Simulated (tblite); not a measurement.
Compound: C5H12SSi3.
Structure used (GFN2-xTB), in Å, numbered top down from 1:
```
atom  x, y, z in Å
C1     3.7052    2.1263    0.0185
C2     2.9956    1.2706   -0.4388
Si3    1.9279   -0.0683   -1.1350
C4     0.4139   -0.2617    0.0207
C5    -0.4215   -1.4746   -0.4037
C6    -1.4311   -1.9544    0.6374
S7    -3.0707   -1.1407    0.5653
Si8   -2.5502    0.8143    1.3088
Si9   -0.6213    1.3450    0.1568
H10    4.3225    2.8787    0.4196
H11    1.5040    0.2931   -2.4917
H12    2.7022   -1.3183   -1.1486
H13    0.8128   -0.4775    1.0203
H14    0.2514   -2.3169   -0.6002
H15   -0.9491   -1.2638   -1.3377
H16   -1.6600   -3.0081    0.4763
H17   -1.0430   -1.8377    1.6505
H18   -3.7724    1.5637    1.0504
H19   -2.4152    0.6662    2.7629
H20   -0.9055    1.8192   -1.2067
H21    0.1954    2.3617    0.8290
```

Computed values, GFN2-xTB/tblite, gas phase, harmonic and unscaled. Against measured fundamentals such values can be off by several per cent, at times by over 20. Modes of hydrogen on silicon can be 10 to 20 % off. One conformer, not necessarily the lowest.

Harmonic wavenumbers (cm⁻¹): 30.4, 46.9, 70.8, 85.7, 154.4, 180.2, 192.6, 213.1, 235.1, 274.4, 296.6, 358.7, 397.0, 431.5, 447.7, 477.4, 513.0, 548.0, 562.9, 575.5, 625.2, 651.3, 656.3, 667.5, 680.6, 683.8, 696.1, 733.9, 772.7, 778.6, 796.2, 799.5, 870.0, 950.1, 1017.4, 1077.6, 1105.8, 1124.8, 1220.0, 1270.7, 1291.2, 1347.1, 1455.7, 1488.9, 2175.2, 2195.5, 2203.0, 2210.9, 2215.1, 2230.0, 2303.4, 2889.1, 2918.7, 2959.6, 2969.9, 2993.0, 3351.3.

A = 1709, B = 462.0, C = 385.4 MHz; mass 187.997 u (most abundant isotopes); point group C1, symmetry number 1.

Question: Zero-point energy?

Answer: Half the sum of the wavenumbers: 31234 cm⁻¹ = 373.64 kJ/mol.

Question: Entropy at 200 K, 1 bar (ideal gas, RRHO, classical rotation)?

Answer: Translation 165.86, rotation 126.13, vibration 119.48: S = 411.5 J/(mol K).

Question: And Cp and H(200 K) − H(0)?

Answer: Cp = 162.35 J/(mol K), of which vibrations give 129.09 (their classical limit is 57 R = 473.9); H(200 K) − H(0) = 19.37 kJ/mol without the zero-point energy, 12.72 from vibrations.

Question: What must be added to the electronic energy to get the Gibbs energy at 200 K and 1 bar?

Answer: ZPE + [H(200 K) − H(0)] − T·S = 373.64 + 19.37 − 82.29 = 310.72 kJ/mol.

Question: How do the functions run with temperature in this model?

Answer: 
```
 T (K)  S (J/(mol K))  Cp (J/(mol K))  H − H(0) (kJ/mol)  G − H(0) (kJ/mol)  ln q(vib)
   150          369.8           129.1              12.08             -43.38       4.82
   250          451.1           193.9              28.29             -84.50       8.64
298.15          487.7           221.2              38.29            -107.10      10.49
   400          559.6           268.5              63.34            -160.50      14.37
   600          681.5           332.3             123.92            -285.00      21.62
   900          828.5           391.3             233.22            -512.39      31.34
```

q(vib) and H(0) count from the zero-point level.

Hindered rotation and anharmonicity are outside this model. Other conformers, if any are populated, would add a mixing term that is left out. The structure is chiral; the term R ln 2 for an equal mix with its mirror image is left out.
